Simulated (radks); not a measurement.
Task: Isoelectronic series with 2 electrons, all held in the configuration [He], which need not be the ground one along the series. All-electron calculation, scalar-relativistic Kohn-Sham, LDA (Slater exchange, Perdew-Wang correlation), spin-polarised, spherical densities, point nucleus. Program: a radial shooting solver on a logarithmic mesh with Libxc functionals. Total energies (hartree) and orbital eigenvalues (hartree):

ion    E (hartree)         1s
He        -2.83459   -0.57027
Be2+     -13.44656   -4.80695
C4+      -32.05313  -13.03871
O6+      -58.67504  -25.27623
Ne8+     -93.33241  -41.52932
Mg10+   -136.04909  -61.80950
S14+    -245.77988  -114.5090
Ar16+   -312.86680  -146.9636
Ca18+   -388.15910  -183.5164
Ti20+   -471.70718  -224.1919

Estimate the row of Si12+.

Result: E (hartree) -186.85368; 1s -86.13059.
